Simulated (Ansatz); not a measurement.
Start from `B[S][GeH3]` and change one atom or group to get `BS[SiH3]`.

Ansatz, PBE0-D4/def2-TZVP geometries, multiplicity 1. 

Scalar relativity is left out up to krypton.

```json
{"property": "size of the dipole moment (ωB97M-V/def2-TZVPP) / D", "`B[S][GeH3]`": "1.42"}
{"property": "zero-point energy (PBE0-D4/def2-TZVP) / kJ/mol", "`B[S][GeH3]`": "121.2"}
{"property": "HOMO energy (B3LYP/def2-TZVPP) / eV", "`B[S][GeH3]`": "-7.90"}
{"property": "HOMO energy (PBE/def2-TZVPP) / eV", "`B[S][GeH3]`": "-7.04"}
{"property": "size of the dipole moment (B3LYP/def2-TZVPP) / D", "`B[S][GeH3]`": "1.38"}
{"property": "size of the dipole moment (PBE/def2-TZVPP) / D", "`B[S][GeH3]`": "1.41"}
```

Problem. What does the change do to each property? (An estimate is asked.)

Solution. The calculation gave: 
```json
{"property": "size of the dipole moment (ωB97M-V/def2-TZVPP) / D", "`BS[SiH3]`": "0.96", "shift": "-0.46"}
{"property": "zero-point energy (PBE0-D4/def2-TZVP) / kJ/mol", "`BS[SiH3]`": "125.5", "shift": "4.3"}
{"property": "HOMO energy (B3LYP/def2-TZVPP) / eV", "`BS[SiH3]`": "-8.02", "shift": "-0.12"}
{"property": "HOMO energy (PBE/def2-TZVPP) / eV", "`BS[SiH3]`": "-7.16", "shift": "-0.12"}
{"property": "size of the dipole moment (B3LYP/def2-TZVPP) / D", "`BS[SiH3]`": "0.97", "shift": "-0.41"}
{"property": "size of the dipole moment (PBE/def2-TZVPP) / D", "`BS[SiH3]`": "0.97", "shift": "-0.44"}
```

Dipoles are sizes alone; their direction can turn.

B3LYP here is the variant with VWN-RPA as its local correlation; programs differ in this.
